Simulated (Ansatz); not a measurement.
C4H4BBrS: where a starting geometry ends

The starting geometry of this gas-phase singlet was optimised with GFN2-xTB; its bonds are those of `SB1C=CC=C1Br`.

```xyz
11

C     1.3357   -0.0973   -0.8659
C     0.6053    1.0282   -0.9136
C    -0.4776    1.0390    0.0838
C    -0.4551   -0.0937    0.7989
B     0.7328   -0.9924    0.2656
Br   -1.6825   -0.4928    2.1965
S     1.1998   -2.5850    0.8250
H     0.2753   -2.7048    1.7799
H     2.1720   -0.2804   -1.5189
H     0.7503    1.8601   -1.5841
H    -1.1648    1.8618    0.1879
```

Predict what becomes of its bonds when it is optimised with PBE-D3(BJ)/def2-SVP.

It keeps its bonds, and is `SB1C=CC=C1Br`.

The energy falls by 0.12 eV over 7 steps:

```
step  E − E(last) (eV)
   1             0.118
   2             0.014
   3             0.001
   4             0.000
   5             0.000
   6             0.000
   7             0.000
```

Final geometry (Å):

```xyz
11

C     1.3598   -0.1097   -0.8855
C     0.6132    1.0303   -0.9208
C    -0.4940    1.0525    0.0933
C    -0.4809   -0.0966    0.8162
B     0.7250   -0.9793    0.2599
Br   -1.6567   -0.5670    2.2089
S     1.2079   -2.5877    0.8388
H     0.2329   -2.6719    1.7990
H     2.2108   -0.3039   -1.5517
H     0.7664    1.8807   -1.6067
H    -1.1932    1.8954    0.2036
```

The end wasn't checked by frequencies. Run with Ansatz 0.2.0, 9.3 s on 2 threads of Intel(R) Xeon(R) 6975P-C (Granite Rapids), on a shared host.
